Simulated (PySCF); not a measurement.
## Assigning NMR signals

Geometry:
| atom | x (Å) | y (Å) | z (Å) |
| --- | --- | --- | --- |
| C1 | -2.025 | 0.891 | 0.174 |
| C2 | -1.770 | -0.606 | 0.067 |
| C3 | -0.473 | -1.019 | 0.778 |
| C4 | 0.733 | -0.463 | 0.106 |
| O5 | 1.171 | -1.023 | -1.040 |
| C6 | 2.253 | -0.339 | -1.449 |
| C7 | 2.542 | 0.671 | -0.588 |
| C8 | 1.550 | 0.590 | 0.423 |
| Cl9 | 1.410 | 1.611 | 1.790 |
| H10 | -2.134 | 1.186 | 1.215 |
| H11 | -1.198 | 1.452 | -0.255 |
| H12 | -2.936 | 1.160 | -0.356 |
| H13 | -2.602 | -1.152 | 0.517 |
| H14 | -1.707 | -0.896 | -0.984 |
| H15 | -0.491 | -0.663 | 1.809 |
| H16 | -0.398 | -2.109 | 0.781 |
| H17 | 2.727 | -0.665 | -2.353 |
| H18 | 3.340 | 1.380 | -0.648 |

Computational details: PBE0/pcSseg-1 with gauge-including orbitals, geometry from GFN2-xTB, in PySCF 2.14 (a single conformation, one averaged value for each set of equivalent atoms, non-relativistic Hamiltonian, isolated molecule).

Referencing at the same level of theory: $^{13}$C, $^{1}$H vs TMS.

(1) Assign these signals to the numbered atoms. $^{13}$C{$^{1}$H} NMR (computed): δ 157.3, 144.4, 127.0, 119.3, 30.9, 26.6, 14.6.

(2) Assign these signals to the numbered atoms. $^{1}$H NMR (400 MHz, computed): δ 7.39 (m, 1H), 6.57 (m, 1H), 2.78 (t, 2H), 1.60 (m, 2H), 0.92 (t, 3H).

Results:

(1) 
157.3 → C4, substituted aromatic carbon next to the ring oxygen
144.4 → C6, aromatic CH next to the ring oxygen
127.0 → C8, aromatic carbon bearing chlorine
119.3 → C7, aromatic CH
30.9 → C3, sp3 CH2 on an aromatic ring: a saturated carbon with 2 carbon neighbours and no heteroatom attached
26.6 → C2, sp3 CH2: a saturated carbon with 2 carbon neighbours and no heteroatom attached
14.6 → C1, methyl carbon: saturated and bonded to C and H only

(2) 
```tsv
δ (ppm)	atoms	environment	reason
7.39	H17	hydrogen on an aromatic CH next to the ring oxygen	the ring current deshields protons in the ring plane
6.57	H18	hydrogen on an aromatic CH	aromatic region
2.78	H15/H16	hydrogen on an sp3 CH2 on an aromatic ring	benzylic-type position, deshielded by the ring
1.60	H13/H14	hydrogen on an sp3 CH2	–
0.92	H10/H11/H12	hydrogen on a methyl carbon	far from electronegative atoms and π systems
```

Carbons that carry Cl, above all several Cl atoms, come out too deshielded, partly because spin–orbit coupling is missing. Shifts are as computed. Against solution values, carbons near 30 ppm lie about +3 ppm off and those near 130 ppm about +5 ppm; carbons on Cl a further +6 ppm. Of 1211 compounds with measured shifts, 218 miss one by over three times the rms of a fit or turn the order of signals round; such compounds aren't used in these exercises. Multiplicities follow the n + 1 count of equivalent neighbours, as no J values were calculated; m marks all less simple cases, F and P coupling included.
